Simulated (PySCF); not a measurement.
Zn(SH) (HSZn), SMILES [SH][Zn+], charge +1. Atoms are numbered in the order given.

```xyz
3

Zn     0.0018     0.7873     0.0000
S     -0.0827    -1.3838     0.0000
H      1.2672    -1.4786     0.0000
```
Charge +1, spin multiplicity 1.

The structure is a stationary point at B3LYP-D3(BJ)/def2-TZVP. The multiplicity is an assumed one; other spin states were not compared. The isomer is the one that the SMILES or the coordinates give; other isomers of the formula were not compared.

Calculation: CAM-B3LYP/def2-TZVPD (PySCF).

Mulliken values depend strongly on the basis, most of all with diffuse functions as here. ESP charges are fitted to the potential on shells at 1.4 to 2.0 van der Waals radii. Atomic charges (e):

| atom | Mulliken | meta-Löwdin | ESP fit |
|---|---|---|---|
| Zn1 | 0.73 | 1.17 | 1.03 |
| S2 | 0.02 | -0.31 | -0.18 |
| H3 | 0.25 | 0.14 | 0.15 |
